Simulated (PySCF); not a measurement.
**Polarisability and C₆ of I⁻ (iodine, charge -1)**

[Xe], closed-shell 1S. Computed with PySCF 2.14 in aug-cc-pVTZ-PP with ECP28MDF (6s5p4d2f, 55 functions), with a scalar-relativistic core potential. Coupled (time-dependent) response in atomic units; α is the mean over directions.

```
method  mean α (bohr³)  C₆ (like pair)  S(−4)
   UHF           56.76           796.5  705.0
   PBE           66.64           973.7   1136
  PBE0           62.30           893.6  929.2
  BP86           67.91           991.9   1201
```

S(−4) is the Cauchy moment in α(ω) = α(0) + S(−4) ω² + …

α(iu) at PBE:

```csv
u (hartree),α(iu) (bohr³)
0,66.64
0.0500,63.99
0.100,57.67
0.200,43.42
0.300,32.19
0.500,18.73
0.750,10.89
1.00,7.116
1.50,3.773
2.00,2.374
3.00,1.219
5.00,0.5054
```

For an ion, C₆ is the dispersion term alone; charge-induced terms of lower order in 1/R come first.

Energies and moments cover only the electrons outside the core potential.
